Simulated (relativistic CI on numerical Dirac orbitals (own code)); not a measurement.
# Fe³⁺ in a cubic cluster: 1s photoemission with charge transfer

Computed with a charge-transfer multiplet model of a cubic metal-ligand cluster with up to 2 ligand holes, Slater and spin-orbit integrals from Dirac-Coulomb-Breit ions, Slater integrals scaled by 0.9. The ground state mixes d5 with configurations of k ligand holes L, whose averages lie at kΔ + k(k − 1)U_dd/2; a core hole lowers each added d electron by U_cd. 20 K, Lorentzian 1.1 eV and Gaussian 0.6 eV FWHM.

Atomic integrals in eV (Slater integrals scaled, ζ unscaled), ground: F2dd 10.785, F4dd 6.742, zeta_d 0.056; with the core hole: F2dd 12.289, F4dd 7.718, zeta_d 0.082, G2cd 0.068.

Cluster parameters (eV): Δ = 1.6, U_dd = 7, U_cd = 7.9, 10Dq(ligand) = 1.2, V(eg) = 2, V(t2g) = -1.08, final-state hopping factor = 0.9.

Weights, n_d and S are thermal averages at 20 K. Binding energies count from the first peak over 30 % of the highest in each spectrum, which can be another peak from case to case. The parameters are a model scan and need not match a compound or its usual spin state. Peaks in eV (height, largest 100): 0.0 (100), 2.0 (23), 6.5 (46), 10.4 (8).

Question: Which parameters give this spectrum?
A. 10Dq = 0.95 eV
B. 10Dq = 2.45 eV
C. 10Dq = 1.85 eV

Answer: B. 10Dq = 2.45 eV; the ground state then has 5.32 d electrons and S = 2.34. The choice follows from running the model for each set and comparing peak positions and heights.
